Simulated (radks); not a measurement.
Excited configurations of neutral neodymium: one electron is placed in a higher orbital outside [Xe] 4f4 6s1. The ground configuration is [Xe] 4f4 6s2. Method: scalar-relativistic Kohn-Sham, BLYP, spin-unpolarised, spherical densities, finite nucleus; Fermi nuclear charge, rms radius 4.9123 fm; computed with a radial shooting solver on a logarithmic mesh with Libxc functionals. Excitation = E - E(ground); binding = E(ion) - E, where the ion is the core of charge +1; n* = 1/sqrt(2 binding) in atomic units, and the quantum defect is n - n*.

[
 {"outer orbital": "5d", "excitation (eV)": "1.734", "binding (eV)": "3.998", "n*": "1.845", "quantum defect": "3.155", "<r> (bohr)": "3.696"},
 {"outer orbital": "6p", "excitation (eV)": "2.379", "binding (eV)": "3.352", "n*": "2.015", "quantum defect": "3.985", "<r> (bohr)": "5.951"},
 {"outer orbital": "6d", "excitation (eV)": "4.354", "binding (eV)": "1.377", "n*": "3.143", "quantum defect": "2.857", "<r> (bohr)": "11.83"},
 {"outer orbital": "7s", "excitation (eV)": "3.754", "binding (eV)": "1.978", "n*": "2.623", "quantum defect": "4.377", "<r> (bohr)": "10.56"},
 {"outer orbital": "7p", "excitation (eV)": "4.223", "binding (eV)": "1.508", "n*": "3.004", "quantum defect": "3.996", "<r> (bohr)": "13.25"},
 {"outer orbital": "7f", "excitation (eV)": "5.213", "binding (eV)": "0.518", "n*": "5.124", "quantum defect": "1.876", "<r> (bohr)": "41.83"}
]

The Delta-SCF ionisation energy is 5.731 eV (NIST Atomic Spectra Database: 5.525 eV, measured). Self-interaction in the functional shifts the binding energies and quantum defects, so they are the method's values and not measured ones. Spin polarisation and multiplet splitting are left out, so open shells lie too high by an amount that depends on their filling. Spin-orbit splitting is averaged out at the scalar-relativistic level.

Beside tabulated values, note that spin-unpolarised runs miss the spin-polarisation part of the exchange energy of open shells.
